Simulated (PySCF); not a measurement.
Vertical excitations of a molecule H8OSi3 from TDDFT-PBE/def2-SVPD in PySCF, as energy in eV (oscillator strength): 5.51 (0.006), 5.89 (0.000), 6.51 (0.001), 6.64 (0.013), 6.69 (0.002), 6.82 (0.100), 6.91 (0.021), 6.95 (0.010), 6.96 (0.028), 6.99 (0.048). Lowest triplet (TDA): 5.06 eV. Geometry optimised at TPSSh-D3(BJ)/def2-SVP. The values are those of a single conformer.

**Question.** Identify the compound among the candidates.
(A) O[SiH2][SiH2][SiH3]
(B) [SiH3]O[SiH2][SiH3]
(C) O[SiH]([SiH3])[SiH3]

**Answer.** B, [SiH3]O[SiH2][SiH3]
